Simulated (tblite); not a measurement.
Species: C7H13NSi.
Structure used (GFN2-xTB), in Å, numbered top down from 1:
```
atom  x, y, z in Å
C1     3.2544   -1.2541    0.5265
C2     2.1336   -0.8421    0.6137
C3     0.7683   -0.3684    0.6962
C4    -0.2084   -1.3411    0.0126
Si5   -1.7506   -0.2811   -0.3163
N6    -2.9568   -0.6374    0.8682
C7    -0.9024    1.3578    0.1351
C8     0.5943    1.0381    0.0870
C9     1.1158    1.0992   -1.3446
H10    4.2390   -1.6099    0.4604
H11    0.4961   -0.3009    1.7568
H12   -0.3818   -2.2047    0.6517
H13    0.2316   -1.7164   -0.9102
H14   -2.1886   -0.3369   -1.7228
H15   -3.7065    0.0243    0.9925
H16   -3.3312   -1.5725    0.8931
H17   -1.1328    2.1899   -0.5271
H18   -1.1828    1.6654    1.1434
H19    1.1623    1.7586    0.6881
H20    1.0200    2.1096   -1.7379
H21    2.1651    0.8123   -1.3797
H22    0.5509    0.4297   -1.9884
```

Computed with GFN2-xTB (tblite): harmonic, unscaled wavenumbers at the GFN2-xTB geometry, gas phase. This tight-binding method is rough: wavenumbers can miss measured ones by several per cent, in bad cases by 10 to 20. Modes of hydrogen on silicon can be 10 to 20 % off. One conformer, not necessarily the lowest.

Harmonic wavenumbers (cm⁻¹): 69.1, 115.3, 121.7, 160.8, 191.9, 208.8, 213.7, 258.3, 311.7, 352.2, 381.2, 437.9, 503.9, 573.3, 574.8, 611.9, 650.1, 658.2, 680.3, 733.3, 755.6, 763.7, 792.5, 842.7, 848.7, 909.7, 946.2, 1004.0, 1029.5, 1063.1, 1078.8, 1090.2, 1146.8, 1190.5, 1216.5, 1233.6, 1275.2, 1291.3, 1317.3, 1342.0, 1413.4, 1482.0, 1487.2, 1502.6, 1509.0, 1521.6, 2162.6, 2286.2, 2902.0, 2911.6, 2980.8, 2998.8, 3010.6, 3017.0, 3021.9, 3030.1, 3042.3, 3393.7, 3467.0, 3499.8.

A = 2505, B = 946.3, C = 790.9 MHz; mass 139.082 u (most abundant isotopes); point group C1, symmetry number 1.

Question: What is the zero-point energy?

Answer: ½Σν̃ = 39793 cm⁻¹ = 476.03 kJ/mol.

Question: Entropy at 400 K, 1 bar (ideal gas, RRHO, classical rotation)?

Answer: Translation 176.51, rotation 127.21, vibration 180.82: S = 484.5 J/(mol K).

Question: And Cp and H(400 K) − H(0)?

Answer: Cp = 236.54 J/(mol K), of which vibrations give 203.28 (their classical limit is 60 R = 498.9); H(400 K) − H(0) = 53.38 kJ/mol without the zero-point energy, 40.08 from vibrations.

Question: How do the functions run with temperature in this model?

Answer: 
```csv
T (K),S (J/(mol K)),Cp (J/(mol K)),H − H(0) (kJ/mol),G − H(0) (kJ/mol),ln q(vib)
50,241.9,50.8,1.93,-10.16,0.23
100,286.7,81.0,5.25,-23.42,1.18
298.15,422.5,186.8,31.76,-94.21,6.65
373.15,468.5,224.2,47.20,-127.64,8.89
500,541.8,277.1,79.13,-191.79,12.71
750,669.0,349.4,158.14,-343.60,20.06
1000,776.4,397.0,251.81,-524.64,26.90
```

q(vib) and H(0) count from the zero-point level.

Question: Blend soft modes into free rotors: weight 1/[1 + (100 cm⁻¹/ν̃)⁴] for the oscillator and the rest for a rotor with moment μB/(μ + B), μ = h/(8π²ν), B = 10⁻⁴⁴ kg m². What vibrational entropy results?

Answer: 174.21 J/(mol K) in place of 180.82, which changes −T·S at 400 K by +2.64 kJ/mol.

Question: What must be added to the electronic energy to get the Gibbs energy at 400 K and 1 bar?

Answer: ZPE + [H(400 K) − H(0)] − T·S = 476.03 + 53.38 − 193.82 = 335.59 kJ/mol.

Question: Which modes carry the vibrational entropy at 400 K?

Answer: 69.1 cm⁻¹: 19.91; 115.3 cm⁻¹: 15.69; 121.7 cm⁻¹: 15.25; 160.8 cm⁻¹: 12.98; 191.9 cm⁻¹: 11.56; 208.8 cm⁻¹: 10.89 J/(mol K); the other 54 give 94.54 together.

Hindered rotation and anharmonicity are outside this model. Other conformers, if any are populated, would add a mixing term that is left out. The structure is chiral; the term R ln 2 for an equal mix with its mirror image is left out.

On an Intel Xeon Platinum 8259CL at 2.50 GHz with one thread, shared host with 96 logical CPUs at a one-minute load of 9.3, this took 1.8 s wall. The figure is for the frequency step alone.
